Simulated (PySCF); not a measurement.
## Dipole moment and polarisability of `C=CN(C)N(C)[SiH3]`

C₄H₁₂N₂Si.
Geometry (GFN2-xTB, Å), atoms numbered from 1 in this order:
```
atom  x, y, z in Å
C1     2.553   -0.179    1.067
C2     1.332    0.322    0.906
N3     0.475    0.094   -0.147
C4     0.778   -0.940   -1.107
N5    -0.875    0.363    0.095
C6    -1.583   -0.676    0.808
Si7   -1.612    1.547   -0.918
H8     3.160    0.135    1.895
H9     2.995   -0.884    0.387
H10    0.926    1.030    1.616
H11    1.734   -0.714   -1.580
H12    0.002   -0.940   -1.870
H13    0.838   -1.938   -0.654
H14   -1.716   -1.580    0.203
H15   -1.030   -0.944    1.713
H16   -2.562   -0.299    1.088
H17   -2.833    1.940   -0.216
H18   -1.980    1.072   -2.265
H19   -0.612    2.601   -1.029
```

Level: CAM-B3LYP/def2-SVPD (PySCF), static field, nuclei fixed, core orbitals frozen in the response. The polarisability tensor in these axes (au):

```
x   111.15  -8.22   9.77
y    -8.22  84.88  -2.07
z     9.77  -2.07  86.52
```

What are the eigenvalues, a third of the trace, and Δα (Δα² = ½Σ(αi − αj)² over the three pairs)?

Principal values 82.11, 83.64 and 116.79 au; mean 94.18 au = 13.96 Å³ = 15.53 × 10⁻⁴⁰ C²·m²/J; Δα = 33.94 au (36 % of the mean).

What is the dipole moment, and where does it point?

(-1.07, -0.88, -0.35) D, 1.43 D in size, pointing from the negative to the positive side. Measured along this direction, the outermost atoms are H8 at the negative end and H14 at the positive end.

Rayleigh depolarisation ratio (linearly polarised light, static tensor)?

ρ = 3Δα²/(45ᾱ² + 4Δα²) = 3455.9/(399160 + 4607.9) = 0.00856.

What molar refraction does this α imply?

Lorentz–Lorenz: R = (4π/3)N_A α = 2.5225 cm³/(mol·Å³) × 13.96 Å³ = 35.2 cm³/mol, in the limit of long wavelengths.

Along which axes do the principal values lie, and how far do the nuclei extend along each?

Largest value along (0.91, -0.26, 0.31), where the nuclei span 6.60 Å; middle along (-0.12, 0.57, 0.81), 3.85 Å; least along (0.39, 0.78, -0.49), 4.30 Å. The strongest response lies along the longest span, while the other two are in reverse order.

Refractivity n − 1 of an ideal gas of it at 500 K and 1 atm, from the electronic α?

N = p/kT = 1.4678 × 10¹⁹ cm⁻³, so n − 1 = 2π × N × 13.96 × 10⁻²⁴ cm³ = 1287 × 10⁻⁶ at long wavelengths.

Sum over states: ᾱ = Σ f/ω², ω in Eh. What share falls to these 8 lowest TDDFT singlets (eV, f)? 5.60, 0.0377; 6.11, 0.1971; 6.19, 0.0100; 6.36, 0.0163; 6.48, 0.1837; 6.70, 0.0126; 6.76, 0.0063; 6.92, 0.0274.

They add up to 9.26 au, 9.8 % of the 94.18 au; the largest single term is 3.91 au, from the state at 6.11 eV. Terms in order: 0.89, 3.91, 0.19, 0.30, 3.24, 0.21, 0.10, 0.42 au. Higher excitations give the rest. The strengths listed sum to 0.491.

Isolated species at its GFN2-xTB geometry (one conformer only).
